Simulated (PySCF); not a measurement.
Coordinates in bohr (charge 0 multiplicity 3):
```
Zr   -0.0012   -0.7084    0.0000
Cl    0.0016    0.8989    4.1346
Cl    0.0016    0.8989   -4.1346
```

These are results of UPBE in PySCF with Zr def2-TZVP with ECP28, Cl def2-TZVP; scalar-relativistic core potentials, no spin–orbit coupling; density-fitted integrals, not measurements.

This geometry of ZrCl₂ is a stationary point at this level.

What is the point group?

C2v.

Is it a minimum?

Yes: all harmonic wavenumbers are real, though the softest, 57 cm⁻¹, leaves little margin.

Which band is strongest in the infrared?

401 cm⁻¹ (b2), 115 km/mol.

What is the atomisation energy, with and without zero-point energy?

1017 kJ/mol without, 1012 kJ/mol with.

This need not be the most stable arrangement of these atoms. Other spin states or occupations of the open shell can lie lower.
